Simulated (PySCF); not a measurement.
**Group charges in `C#C[Si@@H]1CC[C@@H]1C(F)(F)F`**

Compound: C₆H₇F₃Si.
SMILES with atom numbers: `[CH:1]#[C:2][Si@@H:3]1[CH2:4][CH2:5][C@@H:6]1[C:7]([F:8])([F:9])[F:10]` (hydrogens: H11 on C1; H12 on Si3; H13, H14 on C4; H15, H16 on C5; H17 on C6)

Structure used (PBE0-D3(BJ)/def2-SVP), in Å, numbered top down from 1:
```xyz
17
C6H7F3Si angstrom
C      3.0075   -0.3022    1.6419
C      2.1938   -0.4135    0.7437
Si     0.9394   -0.5318   -0.5776
C      0.2458    1.0230   -1.3898
C     -1.1648    0.3987   -1.2075
C     -0.9073   -0.6610   -0.0967
C     -1.2654   -0.1832    1.2774
F     -2.5833    0.0339    1.4076
F     -0.9210   -1.0723    2.2129
F     -0.6574    0.9771    1.5818
H      3.7212   -0.2084    2.4415
H      1.3238   -1.6120   -1.5301
H      0.3867    1.8964   -0.7359
H      0.5278    1.2975   -2.4151
H     -1.4801   -0.1161   -2.1274
H     -1.9605    1.1173   -0.9538
H     -1.4148   -1.6241   -0.2465
```

Atomic charges (e) from the PBE0/pcSseg-1 density (PySCF):

```tsv
atom	Mulliken	IAO	Hirshfeld	ESP-fitted
C1	-0.1815	-0.1595	-0.0674	-0.2408
C2	-0.1964	-0.3369	-0.1618	-0.2714
Si3	+0.8775	+0.9275	+0.3761	+0.5991
C4	-0.5006	-0.5489	-0.1626	-0.3861
C5	-0.2003	-0.2542	-0.0690	-0.1062
C6	-0.6511	-0.4409	-0.1455	-0.3902
C7	+0.8695	+0.8079	+0.2531	+0.6036
F8	-0.2735	-0.2882	-0.0995	-0.2101
F9	-0.2666	-0.2816	-0.0937	-0.2032
F10	-0.2790	-0.2908	-0.0821	-0.1791
H11	+0.0922	+0.2067	+0.1056	+0.2862
H12	-0.0608	-0.1094	-0.0684	-0.0974
H13	+0.1633	+0.1595	+0.0402	+0.1412
H14	+0.1497	+0.1491	+0.0423	+0.1135
H15	+0.1409	+0.1466	+0.0481	+0.1007
H16	+0.1503	+0.1481	+0.0388	+0.0922
H17	+0.1663	+0.1650	+0.0454	+0.1480
```

Problem. Cut each of the bonds C1–C2, C2–Si3 and C7–C6 in turn and sum the charges on the side of the atom named first.

Solution. In e; the other side holds the opposite charge:

```
bond cut  piece  atoms  Mulliken     IAO  Hirshfeld  ESP-fitted
   C1–C2     CH      2    -0.089  +0.047     +0.038      +0.045
  C2–Si3    C2H      3    -0.286  -0.290     -0.124      -0.226
   C7–C6    CF3      4    +0.050  -0.053     -0.022      +0.011
```

Extremes among these pieces. Mulliken: lowest C2H at C2, highest CF3 at C7; IAO: lowest C2H at C2, highest CH at C1; Hirshfeld: lowest C2H at C2, highest CH at C1; ESP-fitted: lowest C2H at C2, highest CH at C1.

Problem. Do the schemes agree better on the pieces than on the single atoms at the cuts?

Solution. The spread between schemes averages 0.135 e for the pieces and 0.322 e for the atoms named first; it is smaller for the piece at 3 of the 3 cuts. On average they agree better on the pieces. The sign differs between schemes (beyond ±0.03 e) for CH at C1 and CF3 at C7.

The structure is a single PBE0-D3(BJ)/def2-SVP conformer in the gas phase; no vibrational or solvent corrections.
